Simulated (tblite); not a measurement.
C₂H₉ClO₃Si₄.
Z-matrix (Å and degrees, GFN2-xTB geometry), rows numbered from 1:
```
C 
Si  1  1.8991
O   2  1.6666  1  107.64
Si  3  1.6205  2  136.75  1  -107.06
Cl  4  1.9958  3  105.98  2  -162.57
O   4  1.7072  3  103.60  2    93.48
C   6  1.2920  4  119.09  3   -66.57
O   7  1.2028  6  125.61  4    -6.89
Si  4  2.3078  3  103.28  2   -20.05
Si  2  2.3349  1  116.02  3  -111.42
H   1  1.0859  2  110.88  3  -167.46
H   1  1.0874  2  110.90  3    73.07
H   1  1.0876  2  111.79  3   -47.19
H   2  1.4680  1  110.05  3   106.91
H   7  1.1041  6  111.95  4   173.27
H   9  1.4709  4  110.23  3   137.72
H   9  1.4759  4  109.94  3  -108.59
H  10  1.4783  2  112.41  1  -125.80
H  10  1.4693  2  114.54  1    -8.37
```

Level: GFN2-xTB in tblite, geometry and Hessian alike; calculated harmonic values, unscaled, isolated species. The method is semi-empirical: single wavenumbers can be off by several per cent or more. Modes of hydrogen on silicon can be 10 to 20 % off. One conformer, not necessarily the lowest.

Harmonic wavenumbers (cm⁻¹): 49.2, 68.3, 70.2, 96.4, 113.3, 119.5, 136.9, 148.4, 155.2, 182.9, 212.1, 236.6, 274.2, 319.0, 338.0, 388.7, 394.3, 409.0, 420.5, 479.4, 512.2, 526.5, 583.7, 591.3, 609.2, 620.6, 632.6, 683.1, 745.5, 757.9, 806.3, 814.5, 822.6, 835.6, 949.7, 953.7, 1241.9, 1362.1, 1367.8, 1479.5, 1485.8, 1740.0, 2114.6, 2142.1, 2181.4, 2184.7, 2197.7, 2819.1, 3019.9, 3027.1, 3043.6.

A = 858.4, B = 541.1, C = 505.0 MHz; mass 227.932 u (most abundant isotopes); point group C1, symmetry number 1.

Problem. What is the zero-point energy?

Solution. ½Σν̃ = 23732 cm⁻¹ = 283.90 kJ/mol.

Problem. Give the ideal-gas entropy at 200 K and 1 bar in the rigid-rotor, harmonic-oscillator model (classical rotation).

Solution. Translation 168.27, rotation 127.21, vibration 143.50: S = 439.0 J/(mol K).

Problem. And Cp and H(200 K) − H(0)?

Solution. Cp = 186.25 J/(mol K), of which vibrations give 152.99 (their classical limit is 51 R = 424.0); H(200 K) − H(0) = 22.54 kJ/mol without the zero-point energy, 15.89 from vibrations.

Problem. Which modes carry the vibrational entropy at 200 K?

Solution. 49.2 cm⁻¹: 16.99; 68.3 cm⁻¹: 14.31; 70.2 cm⁻¹: 14.08; 96.4 cm⁻¹: 11.52; 113.3 cm⁻¹: 10.24; 119.5 cm⁻¹: 9.82 J/(mol K); the other 45 give 66.53 together.

Problem. What must be added to the electronic energy to get the Gibbs energy at 200 K and 1 bar?

Solution. ZPE + [H(200 K) − H(0)] − T·S = 283.90 + 22.54 − 87.80 = 218.64 kJ/mol.

Hindered rotation and anharmonicity are outside this model. Other conformers, if any are populated, would add a mixing term that is left out. The structure is chiral; the term R ln 2 for an equal mix with its mirror image is left out.
